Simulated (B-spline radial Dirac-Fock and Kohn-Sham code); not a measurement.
# Relativistic shifts of the levels of Sn²⁺

System: tin as Sn²⁺, [Kr] 4d10 5s2.

Both columns are ΔSCF binding energies of the configuration average from a radial B-spline solver: non-relativistic Hartree-Fock with a point nucleus, and Dirac-Fock with a finite nucleus and the Coulomb interaction alone, averaged over the two j levels with weights 2j+1.

| shell | Hartree-Fock (eV) | Dirac-Fock (eV) | shift (eV) | shift (%) |
| --- | --- | --- | --- | --- |
| 1s | 28289.3 | 29322.8 | +1033.47 | +3.65 |
| 2s | 4256.2 | 4508.8 | +252.65 | +5.94 |
| 2p | 3967.7 | 4040.7 | +72.97 | +1.84 |
| 3s | 863.6 | 916.5 | +52.91 | +6.13 |
| 3p | 743.7 | 759.7 | +16.02 | +2.15 |
| 3d | 523.4 | 515.9 | -7.46 | -1.42 |
| 4s | 163.6 | 173.6 | +10.02 | +6.12 |
| 4p | 121.8 | 124.2 | +2.33 | +1.92 |
| 4d | 51.87 | 50.37 | -1.50 | -2.89 |
| 5s | 27.44 | 28.55 | +1.11 | +4.06 |

Relativity binds 1s, 2s, 2p, 3s, 3p, 4s, 4p, 5s more strongly, among those listed most of all 3s in relative terms, and 3d, 4d more weakly, because the contracted s and p shells screen the nucleus better.

Values without a named source are computed, but for edge energies of neutral atoms, which are taken from tables.
